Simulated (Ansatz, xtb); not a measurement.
C4H4F4Si: which of two isomers lies lower

Structure I: `C=C=C(CF)[Si](F)(F)F`, a singlet. Structure II: `F[C@@H]1CC=C1[Si](F)(F)F`, a singlet. Both are isolated molecules in the gas phase, relaxed with B3LYP-D3(BJ)/def2-SVP; each stands in its lowest conformer found.

Estimate which is lower in electronic energy at CCSD(T)/def2-SVP + ΔMP2/def2-TZVPP, and by roughly how much.

The CCSD(T)/def2-SVP + ΔMP2/def2-TZVPP calculation puts structure II lower, by 4.8 kcal/mol.

The same difference at several levels:

```csv
level,geometry,E(II) − E(I) (kcal/mol),departure from the last row (kcal/mol),"job, with rough time for the two"
GFN2-xTB,GFN2-xTB,−12.2,−7.4,"optimisation, 0.26 s"
HF/STO-3G,GFN2-xTB,−25.5,−20.7,"single point, 0.44 s"
r2SCAN-D4/def2-SVP,GFN2-xTB,−5.2,−0.4,"single point, 4.3 s"
B3LYP-D3(BJ)/def2-SVP,B3LYP-D3(BJ)/def2-SVP,−2.9,+1.9,"optimisation, 85 s"
HF/def2-SVP,B3LYP-D3(BJ)/def2-SVP,−3.4,+1.4,part of the CCSD(T) run
MP2/def2-SVP,B3LYP-D3(BJ)/def2-SVP,−6.7,−1.9,part of the CCSD(T) run
CCSD(T)/def2-SVP,B3LYP-D3(BJ)/def2-SVP,−4.7,+0.1,single point
CCSD(T)/def2-SVP + ΔMP2/def2-TZVPP,B3LYP-D3(BJ)/def2-SVP,−4.8,,"single point, 2.4 min"
```

As drawn, II has 2 C–C in place of 1 C=C. Structure I has no ring, II a 4-membered ring.

The levels shown agree on the order. The largest departure from CCSD(T)/def2-SVP + ΔMP2/def2-TZVPP is that of HF/STO-3G, 20.7 kcal/mol. The last row adds to CCSD(T) the change of the MP2 difference between the two basis sets, here −0.1 kcal/mol.

With thermal terms from frequencies at re-optimised GFN2-xTB minima (ideal gas, soft modes damped towards free rotors, one conformer each, 298.15 K, 1 atm): on the last row, ΔE + ΔZPE = −3.1, ΔH = −3.9, ΔG = −2.3 kcal/mol.

The correlated steps freeze 13 core orbitals. Mirror images aren't counted in ΔG. Programs: Ansatz 0.2.0, xtb 6.7.1; the last row on 4 threads of Arm Neoverse V1 on a shared host.
